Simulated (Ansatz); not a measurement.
ClF2HOTi, SMILES `[OH][Ti]([F])([F])[Cl]`. Charge 0, multiplicity 1. Correlated methods include outer-core shells of Ti, which these sets cover unevenly. Scalar relativity is left out up to krypton.

Z-matrix (Å, degrees):
```
Ti
F 1 1.745
F 1 1.745 2 110.2
O 1 1.758 2 108.8 3 -120.0
Cl 1 2.191 2 110.4 3 119.7
H 4 0.958 1 140.8 2 165.1
```

Give the diagnostics of a CCSD(T)/def2-TZVPP run (frozen core, Ansatz 0.2.0). (Best estimate.)

Computed: T1 = 0.0236, largest single amplitude 0.043, largest double 0.027, (T) share of the correlation energy 4.5 %, 13 CCSD cycles. The RHF solution is stable towards an unrestricted one. T1 lies over the customary mark of 0.02 for closed shells; compounds of d metals often pass it without a breakdown.
